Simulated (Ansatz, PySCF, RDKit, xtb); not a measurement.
Noncovalent pair: C2H4 (SMILES C=C) (first 6 atoms) with C2H6 (SMILES CC); geometry from B3LYP-D3(BJ)/def2-TZVP, rigid monomers moved along the line of their centres of mass till C1···H11 is 4.24 Å.
(charge 0, multiplicity 1):
```xyz
14

C      0.2460     0.6366    -0.0265
C     -0.2483    -0.5669     0.2207
H     -0.3875     1.5142    -0.0716
H      1.3048     0.7946    -0.1928
H      0.3852    -1.4443     0.2687
H     -1.3063    -0.7249     0.3906
C      0.3488     0.6334     5.1840
C     -0.3452    -0.7225     5.1026
H      1.3210     0.5528     5.6748
H     -0.2476     1.3515     5.7507
H      0.5123     1.0474     4.1878
H      0.2496    -1.4370     4.5306
H     -1.3169    -0.6404     4.6119
H     -0.5100    -1.1470     6.0952
```

Monomers are frozen at their geometry in the pair; levels with a basis set take the counterpoise correction. Rows marked so take none. RDKit's UFF carries no charges.

Cores are frozen in the correlated methods. Rows in 3-21G, 6-311+G** carry no dispersion term and start afresh at each structure.

Codes used: Ansatz (Gaussian orbitals); PySCF for 3-21G rows, 6-311+G** rows, the dispersion terms; RDKit for the force fields; xtb for the GFN methods. Each number belongs to the level named beside it.

```json
[
 {"level": "UFF", "interaction energy (meV)": "-18.2"},
 {"level": "GFN-FF", "interaction energy (meV)": "-14.3"},
 {"level": "PBE/def2-TZVPPD", "interaction energy (meV)": "-6.9"},
 {"level": "B3LYP/3-21G (no counterpoise)", "interaction energy (meV)": "-2.1"},
 {"level": "B3LYP/6-311+G** (no counterpoise)", "interaction energy (meV)": "3.2"},
 {"level": "B3LYP-D3(BJ)/def2-TZVPPD", "interaction energy (meV)": "-12.1"},
 {"level": "B3LYP-D4/def2-TZVPPD", "interaction energy (meV)": "(withheld)"},
 {"level": "PBE0-D4/def2-TZVPPD", "interaction energy (meV)": "(withheld)"},
 {"level": "CCSD/aug-cc-pVDZ", "interaction energy (meV)": "-11.7"}
]
```

### Question
What belongs in the gaps?

### Answer

- B3LYP-D4/def2-TZVPPD, interaction energy (meV): -11.0
- PBE0-D4/def2-TZVPPD, interaction energy (meV): -17.2

Ansatz is a program for electronic structure.
